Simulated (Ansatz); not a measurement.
A nudged elastic band was laid between two geometries of CH₈BNSi (12 atoms, charge 0, multiplicity 1).

These are results of RKS B3LYP/def2-SVP (Ansatz 0.2.0), not measurements.

```
movable images  : 4
climbing image  : no
spring          : 5.0 eV/Å²
optimiser       : quadratic models (default)
start path      : through a guess of the saddle point
force threshold : 0.05 eV/Å
iteration limit : 60
end points      : relaxed
```

Initial state:

```xyz
12
Properties=species:S:1:pos:R:3
B -0.946 1.218 -0.261
C 0.171 0.499 0.492
N -0.126 -0.250 1.696
Si 0.682 -0.714 -0.973
H -0.668 2.041 -1.100
H -2.102 0.894 -0.106
H 1.086 1.109 0.604
H 0.526 -1.009 1.889
H -1.074 -0.621 1.700
H 1.296 -0.049 -2.158
H -0.467 -1.563 -1.402
H 1.700 -1.611 -0.346
```

Final state:

```xyz
12
Properties=species:S:1:pos:R:3
B -0.974 1.175 -0.261
C 0.133 0.370 0.431
N -0.246 -0.543 1.500
Si 0.680 -0.758 -1.052
H -0.670 2.039 -1.049
H -2.142 0.921 -0.081
H 1.033 0.997 0.611
H -0.833 -0.096 2.201
H 0.560 -0.947 1.973
H 1.422 0.018 -2.088
H -0.482 -1.449 -1.678
H 1.596 -1.783 -0.472
```

Problem. Which bonds break or form, and what moves?

Solution. No bond is made or broken. The dihedral Si4–C2–N3–H9 goes from -82 to 77°.

Problem. Give the energies along the band, and the barrier.

Solution. It converged. The highest image is number 3 of 0 to 5, 4.9 kcal/mol above the first end and 4.9 kcal/mol above the last; the last end lies 0.1 kcal/mol below the first. No image climbed, so the highest image needn't sit at the top of the path.

| image | path coordinate (Å) | energy (kcal/mol) | dihedral Si4–C2–N3–H9 (°) |
| --- | --- | --- | --- |
| 0 | 0.00 | 0.0 | -82 |
| 1 | 0.70 | 1.7 | -52 |
| 2 | 1.39 | 4.9 | -20 |
| 3 | 2.09 | 4.9 | 15 |
| 4 | 2.78 | 1.4 | 49 |
| 5 | 3.48 | -0.1 | 77 |

Problem. What is the geometry of the highest image?

Solution. 
```xyz
12
Properties=species:S:1:pos:R:3:forces:R:3
B -0.979 1.307 -0.266 0.00 -0.01 0.00
C 0.058 0.371 0.395 0.01 -0.01 -0.01
N -0.394 -0.403 1.568 -0.01 -0.03 -0.02
Si 0.671 -0.797 -1.011 -0.01 0.00 -0.01
H -0.613 2.101 -1.104 0.01 0.01 0.02
H -2.155 1.210 -0.015 0.01 0.01 0.00
H 1.014 0.922 0.555 0.01 -0.02 0.00
H 0.008 -0.015 2.421 -0.09 0.07 0.02
H -0.086 -1.374 1.544 0.10 -0.01 0.02
H 1.263 -0.031 -2.141 -0.01 0.00 0.00
H -0.424 -1.673 -1.515 -0.02 0.00 -0.02
H 1.715 -1.673 -0.395 -0.02 -0.01 -0.01
```

Run time: 2 min on 2 threads of Arm Neoverse V1, on a shared host, peak memory 0.2 GiB.
